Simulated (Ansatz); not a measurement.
Cost and result for the atomization energy of C$_{6}$H$_{5}$BF$_{2}$ (`FB(F)c1ccccc1`) (14 atoms, 14 bonds).

```json
{"atom": "F1", "x (Å)": "-1.432", "y (Å)": "-1.803", "z (Å)": "-2.347"}
{"atom": "B2", "x (Å)": "-1.715", "y (Å)": "-1.037", "z (Å)": "-1.305"}
{"atom": "F3", "x (Å)": "-2.999", "y (Å)": "-0.875", "z (Å)": "-1.024"}
{"atom": "C4", "x (Å)": "-0.608", "y (Å)": "-0.368", "z (Å)": "-0.463"}
{"atom": "C5", "x (Å)": "0.740", "y (Å)": "-0.556", "z (Å)": "-0.780"}
{"atom": "C6", "x (Å)": "1.734", "y (Å)": "0.043", "z (Å)": "-0.025"}
{"atom": "C7", "x (Å)": "1.391", "y (Å)": "0.841", "z (Å)": "1.058"}
{"atom": "C8", "x (Å)": "0.057", "y (Å)": "1.039", "z (Å)": "1.388"}
{"atom": "C9", "x (Å)": "-0.935", "y (Å)": "0.438", "z (Å)": "0.631"}
{"atom": "H10", "x (Å)": "1.005", "y (Å)": "-1.179", "z (Å)": "-1.626"}
{"atom": "H11", "x (Å)": "2.776", "y (Å)": "-0.109", "z (Å)": "-0.279"}
{"atom": "H12", "x (Å)": "2.169", "y (Å)": "1.311", "z (Å)": "1.650"}
{"atom": "H13", "x (Å)": "-0.206", "y (Å)": "1.662", "z (Å)": "2.234"}
{"atom": "H14", "x (Å)": "-1.977", "y (Å)": "0.592", "z (Å)": "0.887"}
```

The species carries charge 0 and has multiplicity 1. The structure was optimised at the PBE0-D4/def2-TZVP level. It is one conformer, not always the lowest. Program: Ansatz. All runs use 2 threads of an AMD EPYC 7R13 on a shared host and a share of an NVIDIA H100 80 GB. Times are those of one run each, without the atoms' runs, and a repeat can differ threefold. Electronic energies, without spin–orbit coupling; frozen cores. CCSD(T)/CBS adds CCSD(T) − MP2 in def2-TZVPP to the MP2 limit, and its time is that of the two runs behind it. T1 = 0.012; the RHF reference is unstable towards UHF. B3LYP takes the VWN-RPA correlation (the form of Gaussian; ORCA's B3LYP/G).

CCSD(T)/CBS is a level of theory with its own doubt, some kJ/mol a heavy atom from the limit and from the frozen cores, so smaller differences don't rank the functionals.

| level | functions | wall time |
| --- | --- | --- |
| LDA (SPW92)/def2-TZVPP | 349 | 1.7 s |
| PBE-D4/def2-TZVPP (with forces) | 349 | 2.2 s |
| B97M-V/def2-TZVPP | 349 | 2.7 s |
| PBE0-D4/def2-TZVPP | 349 | 2.9 s |
| CAM-B3LYP-D4/def2-TZVPP | 349 | 3 s |
| B3LYP-D4/def2-TZVPP (with forces) | 349 | 3.1 s |
| r2SCANh-D4/def2-TZVPP | 349 | 3.1 s |
| ωB97X-V/def2-TZVPP | 349 | 4.1 s |
| CCSD(T)/def2-SVP | 151 | 4.4 s |
| ωB97M-V/def2-TZVPP (with forces) | 349 | 5.5 s |
| MP2/def2-QZVPP | 663 | 7 s |
| CCSD(T)/def2-TZVPP | 349 | 19 s |
| CCSD(T)/CBS(def2) | – | 26 s |

(1) What atomization energy does each give, and how far from CCSD(T)/CBS? (An estimate is asked.)

Results:

(1) Ansatz gave: 
| level | atomization (kcal/mol) | difference from CCSD(T)/CBS | per bond |
| --- | --- | --- | --- |
| LDA (SPW92)/def2-TZVPP | 1935.4 | 271.3 | 19.4 |
| PBE-D4/def2-TZVPP (with forces) | 1733.3 | 69.2 | 4.9 |
| B97M-V/def2-TZVPP | 1680.6 | 16.5 | 1.2 |
| PBE0-D4/def2-TZVPP | 1696.7 | 32.6 | 2.3 |
| CAM-B3LYP-D4/def2-TZVPP | 1680.1 | 16.0 | 1.1 |
| B3LYP-D4/def2-TZVPP (with forces) | 1672.9 | 8.8 | 0.6 |
| r2SCANh-D4/def2-TZVPP | 1674.5 | 10.4 | 0.7 |
| ωB97X-V/def2-TZVPP | 1669.1 | 5.0 | 0.4 |
| CCSD(T)/def2-SVP | 1611.6 | -52.5 | -3.8 |
| ωB97M-V/def2-TZVPP (with forces) | 1675.6 | 11.5 | 0.8 |
| MP2/def2-QZVPP | 1708.4 | 44.3 | 3.2 |
| CCSD(T)/def2-TZVPP | 1626.4 | -37.7 | -2.7 |
| CCSD(T)/CBS(def2) | 1664.1 | 0.0 | 0.0 |

From r2SCAN to r2SCAN0 (25 % exact exchange), in def2-TZVPP and without D4, the atomization energy moves by −29.7 kcal/mol: exact exchange takes away binding that semilocal exchange gives to molecules. In def2-TZVPP, CCSD(T) changes the Hartree–Fock value by +369.0 kcal/mol (the triples alone add +31.2 kcal/mol) and MP2 by +428.8 kcal/mol; breaking electron pairs costs correlation energy, which Hartree–Fock lacks. At CCSD(T), def2-SVP lies −52.6 kcal/mol from the extrapolated value and def2-TZVPP −37.7 kcal/mol: correlation converges slowly with the basis, and small sets miss more of it in the bonded molecule than in its fragments.
